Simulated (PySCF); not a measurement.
# How methods differ on the excitation energy of Rh²⁺

Rh²⁺ [Kr] 4d7 (4F) → Rh²⁺ [Kr] 4d6 5p1 (high-spin determinant), as a difference of total energies. All numbers are calculated (PySCF 2.14, scalar relativity by spin-free X2C-1e, in ANO-RCC-VTZP (7s6p4d2f1g, 68 functions)). Correlated levels: valence: [Kr] frozen; valence and next inner shell: [Ar] 3d10 frozen. The calculations carry no spin-orbit coupling.

```json
{"method": "UHF", "excitation energy (eV)": "10.718"}
{"method": "LDA", "excitation energy (eV)": "11.283"}
{"method": "PBE", "excitation energy (eV)": "11.234"}
{"method": "PBE0", "excitation energy (eV)": "11.347"}
{"method": "r2SCAN", "excitation energy (eV)": "11.273"}
{"method": "r2SCAN0", "excitation energy (eV)": "11.358"}
{"method": "BP86", "excitation energy (eV)": "11.315"}
{"method": "wB97X-V", "excitation energy (eV)": "11.772"}
{"method": "MP2 (valence)", "excitation energy (eV)": "11.538"}
{"method": "SCS-MP2 (valence)", "excitation energy (eV)": "11.947"}
{"method": "MP2 (valence and next inner shell)", "excitation energy (eV)": "11.294"}
{"method": "SCS-MP2 (valence and next inner shell)", "excitation energy (eV)": "11.522"}
```

Task: How much does correlation contribute at MP2 (valence and next inner shell)?

Result: 11.294 − (10.718) = 0.576 eV, measured against UHF.

A first-order spin-orbit estimate (lowest level to lowest level, LS coupling) adds 0.184 eV.

The basis was made for the ground configuration and has no added diffuse functions, so the excitation energy can come out too high.

The determinant of the upper state mixes LS terms, which raises its energy above the lowest term, most at the Hartree-Fock and MP2 levels.
